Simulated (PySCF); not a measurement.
Unknowns

[PySCF 2.14: NMR shieldings at PBE0/pcSseg-1/GIAO; GFN2-xTB structure; single conformer; rapidly exchanging positions averaged; relativity neglected; no solvent]

References, each an isolated molecule treated in the same way: ¹H (σref 31.72), ¹³C (σref 186.93) against TMS. Splittings of carbon signals by F and P are missing where no couplings were computed. Where no couplings were computed, multiplicities follow the n + 1 count of equivalent neighbours, and m marks all less simple cases (inequivalent or close neighbours, rings, F or P nearby). Shifts are as computed. Against solution values, carbons near 30 ppm lie about +3 ppm off and those near 130 ppm about +5 ppm. Of 1211 compounds with measured shifts, 218 miss one by over three times the rms of a fit or turn the order of signals round; such compounds aren't used in these exercises.

Task: C6H10F2O2. ¹H NMR (400 MHz, computed): δ 7.02 (m, 1H), 4.14 (sept, 1H), 3.92 (br s, 1H), 3.26 (br s, 1H), 1.36 (d, 6H). ¹³C{¹H} NMR (computed): δ 167.5, 120.4, 74.8, 64.5, 23.1. What is it?

Result: SMILES C=C(OC(C)C)OC(F)F. Rings plus π bonds: 1 (no ring in the answer). 5 carbon signals for 6 carbons: some carbons are equivalent by symmetry or fast rotation. Carbon types of the structure: 1 × C, 2 × CH, 1 × CH2, 2 × CH3, which accounts for all hydrogens. δC 167.5: alkene carbon bearing oxygen; an sp2 carbon further deshielded by the attached heteroatom. δC 120.4: sp3 CH bonded to 2 F and O; 3 electronegative neighbours deshield it. δC 74.8: sp3 CH bonded to O; pulled downfield by the heteroatom. δC 64.5: β carbon of an enol-ether or enamine type C=C; the O or N lone pair pushes π density onto this β carbon and shields it.

The shifts were computed for this structure.

Task: C6H12Si2. ¹H NMR (400 MHz, computed): δ 6.82 (m, 1H), 6.52 (m, 1H), 6.46 (m, 1H), 6.05 (m, 1H), 5.29 (m, 1H), 5.28 (m, 1H), 4.79 (m, 1H), 2.09 (m, 1H), 2.03 (m, 1H), 0.26 (d, 3H). ¹³C{¹H} NMR (computed): δ 181.6 (C), 159.1 (CH), 142.6 (CH), 141.8 (CH2), 22.8 (CH2), -4.4 (CH3). Give a structure.

Result: `C=C[Si@H](C)C1=C[SiH2]C1`. Rings plus π bonds: 3 (1 ring in the answer). 6 carbon signals for 6 carbons: no two carbons are equivalent. Carbon types of the structure: 1 × C, 2 × CH, 2 × CH2, 1 × CH3, leaving 3 H on heteroatoms. δC 181.6: fully substituted alkene carbon. δC 159.1, 142.6: alkene CH; an sp2 carbon of a C=C bond. δC 141.8: terminal =CH2 carbon; an sp2 carbon of a C=C bond. δH 2.09, 2.03: hydrogen on an allylic sp3 CH2 bonded to Si; allylic position.

The data come from this structure; uniqueness wasn't tested.
